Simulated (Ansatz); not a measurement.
Basis sets compared for the cluster Be3Se2⁺. The state is a doublet with charge 1. Geometry PBE-D4/def2-SVP. Ansatz on 4 threads of Intel Xeon Platinum 8259CL on a shared host; times are rough, and most runs start from earlier orbitals.

```xyz
5

Be   -0.394    0.141    1.245
Be   -0.832    0.253   -0.985
Be    1.226   -0.395   -0.261
Se    0.525    1.644   -0.021
Se   -0.525   -1.644    0.021
```

The structure comes from a short search, and lower isomers may exist.

```
           level  functions  energy (Eh)  HOMO (eV)  LUMO (eV)  wall time
       HF/STO-3G         51   -4790.3993     -10.30      -3.80     0.55 s
 PBE-D4/def2-SVP         91   -4845.7404      -9.60      -8.51      1.2 s
PBE0-D4/def2-SVP         91   -4845.9023     -10.12      -7.81      2.2 s
```

Problem. Estimate the rows for HF/def2-TZVP, PBE-D4/def2-TZVP, PBE0-D4/def2-TZVP.

Solution. 
```
            level  functions  energy (Eh)  HOMO (eV)  LUMO (eV)  wall time
     HF/def2-TZVP        153   -4843.4430     -11.05      -5.13      3.2 s
 PBE-D4/def2-TZVP        153   -4846.3810      -9.55      -8.42      2.3 s
PBE0-D4/def2-TZVP        153   -4846.5453     -10.08      -7.71      3.7 s
```
